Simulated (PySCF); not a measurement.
**Electric field gradients and quadrupole coupling constants**

Species: C6H8O.
Atom-mapped SMILES: `[CH2:1]=[C:2]=[C:3]=[C:4]([CH3:5])[CH2:6][OH:7]` (hydrogens: H8, H9 on C1; H10, H11, H12 on C5; H13, H14 on C6; H15 on O7)

Geometry (GFN2-xTB, Å), atoms numbered from 1 in this order:
```
atom  x, y, z in Å
C1     3.2644   -0.6429   -0.3990
C2     1.9749   -0.4695   -0.2664
C3     0.7339   -0.2999   -0.1494
C4    -0.5605   -0.1209   -0.0044
C5    -1.5517   -0.3956   -1.0915
C6    -1.1282    0.4402    1.2794
O7    -1.6585    1.7386    1.0996
H8     3.9473   -0.4215    0.4056
H9     3.6909   -1.0159   -1.3163
H10   -2.2260    0.4548   -1.1897
H11   -1.0556   -0.5814   -2.0406
H12   -2.1523   -1.2683   -0.8311
H13   -0.3606    0.4407    2.0658
H14   -1.9736   -0.1712    1.6093
H15   -0.9488    2.3207    0.8068
```

Field gradients from the PBE0/pcSseg-1 density (PySCF, non-relativistic), principal values in atomic units, ordered |Vxx| ≤ |Vyy| ≤ |Vzz|:

| atom | Vxx | Vyy | Vzz |
| --- | --- | --- | --- |
| O7 | 0.0496 | 1.8983 | -1.9478 |

Find the asymmetry η = (Vxx − Vyy)/Vzz and the couplings χ = eQV/h (234.96 MHz × Q in barn × V in au), with Q(17O) = −0.0256 b.

```csv
atom,environment,nucleus,η,χzz (MHz),χxx (MHz),χyy (MHz)
O7,alcohol oxygen,17O,0.95,11.72,-0.30,-11.42
```

At O7 η is above 0.9: Vyy and Vzz are nearly equal in size and opposite in sign, so a small change could swap them and flip the sign of χzz. 

What is Vzz at O7 in SI units (1 au = 9.71736 × 10²¹ V/m²)?

-1.9478 au = -18.928 × 10²¹ V/m².

What couplings would deuterons (Q(2H) = 0.00286 b) have in place of the hydrogens, at this geometry?

| atom | bonded to | bond length (Å) | Vzz (au) | η | χzz (kHz) |
| --- | --- | --- | --- | --- | --- |
| H8 | C1 | 1.078 | 0.3357 | 0.06 | 226 |
| H9 | C1 | 1.078 | 0.3357 | 0.06 | 226 |
| H10 | C5 | 1.090 | 0.3068 | 0.02 | 206 |
| H11 | C5 | 1.087 | 0.3136 | 0.03 | 211 |
| H12 | C5 | 1.091 | 0.3093 | 0.03 | 208 |
| H13 | C6 | 1.099 | 0.2826 | 0.05 | 190 |
| H14 | C6 | 1.094 | 0.2919 | 0.04 | 196 |
| H15 | O7 | 0.963 | 0.4652 | 0.14 | 313 |

Geometry: GFN2-xTB, one conformer, isolated molecule. GFN2-xTB bond lengths can be off by several hundredths of an ångström, more for odd bonds, and the gradients follow them. With a basis this small, the couplings can be 20 % off.
